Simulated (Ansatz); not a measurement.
`BCBCl` + H₂ → `BCl` + `BC` at 500 K and 1 bar (hydrogenolysis of a B–C bond).

Gas-phase electronic energies from Ansatz, PBE0-D4/def2-TZVP geometries. CBS: MP2 limit from def2 TZ/QZ plus the TZ coupled-cluster correction, frozen cores. This one scheme is used for every species. Each species was taken in one conformer, which may not be the lowest.

```
species  CCSD(T)/CBS energy (Eh)  H − E (kJ/mol)  S (J/(mol·K))
`BCBCl`               -550.44841           199.0          368.8
     H₂                 -1.17544            41.0          145.5
  `BCl`               -485.78909            75.1          258.0
   `BC`                -65.83255           172.2          281.8
```

H − E and S are ideal-gas, rigid-rotor, harmonic terms from PBE0-D4/def2-TZVP, for one conformer and one mirror image of each species. The MP2-based limit puts H₂ 0.8 mEh under its directly extrapolated value; such offsets cancel only in part. 1 Eh = 2625.50 kJ/mol, R = 8.31446 J/(mol·K).

Problem. By hand: ΔE, ΔH, ΔS and ΔG.

Solution. ΔE = (-485.78909) + (-65.83255) − (-550.44841) − (-1.17544) = 0.00221 Eh = 5.8 kJ/mol. Δ(H − E) = 75.1 + 172.2 − 199.0 − 41.0 = 7.3, so ΔH = 13.1 kJ/mol. ΔS = 258.0 + 281.8 − 368.8 − 145.5 = 25.5 J/(mol·K). ΔG = 13.1 − 500 × (25.5)/1000 = 0.3 kJ/mol.

Problem. By hand: the equilibrium constant, and the temperature at which ΔG would vanish if ΔH and ΔS stayed fixed.

Solution. log₁₀ K = −ΔG/(RT ln 10) = 0.0. ΔG = 0 at ΔH/ΔS = 514 K.

TΔS isn't small against ΔH here. The sign of ΔG lies within the doubt. A doubt of 5 kJ/mol in ΔE shifts log₁₀ K by 0.5 here. Other conformers and mirror images would add mixing entropy, several J/(mol·K) or more a flexible species. These are equilibria of isolated gas molecules and say nothing of rates. Largest T1 diagnostic: 0.012 (customary marks: 0.02 for closed shells, 0.045 for open ones).
